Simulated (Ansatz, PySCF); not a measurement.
CH₁₀O₂Si₃, SMILES C[Si@@H](O)[Si@H](O)[SiH3].

Geometry: ωB97X-D3(BJ)/def2-SVP. The structure was generated by enumeration; whether it is a known compound was not checked. The values are those of a single conformer.

Vertical ionisation energy (IE) and electron affinity (EA) in eV. Rows of orbital energies are one-electron estimates. Where ΔSCF, EOM or ADC give a negative EA the extra electron is unbound and the value depends on the basis.

| level | IE | EA |
|---|---|---|
| −ε(HOMO), −ε(LUMO), HF/def2-TZVP (PySCF) | 9.89 | -2.20 |
| −ε(HOMO), −ε(LUMO), PBE/def2-TZVP (PySCF) | ___ | ___ |
| ΔSCF, PBE0/def2-SVPD (Ansatz), final states of multiplicity 2 and 2 | 8.99 | -0.43 |
| ΔSCF, PBE/def2-SVPD (Ansatz), final states of multiplicity 2 and 2 | 8.64 | -0.25 |

Task: What belongs in the gaps? (An estimate is asked for; the answer gives what the named calculation found.)

Result: 
- −ε(HOMO), −ε(LUMO), PBE/def2-TZVP (PySCF), IE: 6.00
- −ε(HOMO), −ε(LUMO), PBE/def2-TZVP (PySCF), EA: 1.79

Task: What vertical singlet–triplet gap does ΔSCF give with PBE0/def2-SVPD (Ansatz, a quantum-chemistry and plane-wave program) and with PBE/def2-SVPD (Ansatz)? (The exact figures need the calculation; the answer reports its results.)

Result: 4.44 and 4.05 eV (triplet above singlet where positive).
